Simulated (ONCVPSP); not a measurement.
# u(r) = r·R(r): atom against pseudo-atom (gallium (Ga))

Columns: radius, all-electron u(r) and pseudo u(r) of the 4p shell (level -2.58 eV) of gallium in the configuration [Ar] 3d10 4s2 4p1; PBE, scalar-relativistic, ONCV scheme, ONCVPSP 4.0.1.

```csv
r (bohr),all-electron,pseudo
0.103,0.1215,0.0023
0.205,0.0417,0.0092
0.308,-0.1008,0.0208
0.410,-0.1875,0.0371
0.513,-0.2053,0.0582
0.615,-0.1729,0.0833
0.718,-0.1112,0.1122
0.820,-0.0370,0.1435
0.923,0.0413,0.1771
1.025,0.1166,0.2117
1.128,0.1873,0.2476
1.230,0.2507,0.2839
1.332,0.3071,0.3209
1.435,0.3569,0.3586
1.538,0.3999,0.3958
1.640,0.4362,0.4309
1.743,0.4670,0.4633
1.845,0.4923,0.4907
1.948,0.5131,0.5128
2.050,0.5293,0.5293
2.153,0.5418,0.5418
2.255,0.5507,0.5506
2.358,0.5565,0.5565
2.460,0.5596,0.5595
2.562,0.5602,0.5602
2.665,0.5587,0.5586
```

How many radial nodes do the two functions have?

The all-electron 4p function has n − l − 1 = 2; the pseudo-wave has 0, since the states of the same l below it are removed with the core.

At about which radius was the pseudo-wave matched?

2.05 bohr, where the columns begin to agree (steps of 0.10 bohr).

Is the pseudo-wave norm-conserving?

Yes: the ONCV scheme keeps the norm inside the radius equal to the all-electron one, which fixes the energy derivative of the logarithmic derivative at the level.
